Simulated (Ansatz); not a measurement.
System: Bi$_{2}$, charge 0, multiplicity 1. SMILES: [Bi]#[Bi]
Geometry: optimised at B3LYP-D3(BJ)/def2-TZVP (Ansatz, a first-principles code).

Quantity: atomisation energy (electronic, to ground-state atoms), in kcal/mol. Valence correlation only, unless marked. Open shells are spin-unrestricted. No spin-orbit coupling. Frozen are the shells of the preceding noble gas and the d and f shells that filled before the atom's block. Past Kr the def2 sets carry scalar-relativistic core potentials. The coupled-cluster limit lacks core correlation, which all-electron functionals hold. CBS(X,Y): correlation extrapolated as X^-3; Hartree-Fock from the larger set.

```csv
level,program,atomisation energy (kcal/mol)
HF/def2-QZVPP,Ansatz,-22.2
```

Problem. Predict the CCSD(T)/CBS(def2-TZVPPD,def2-QZVPPD) result (Ansatz).

Solution. 53.3 kcal/mol, so HF/def2-QZVPP differs from it by -75.5 kcal/mol.
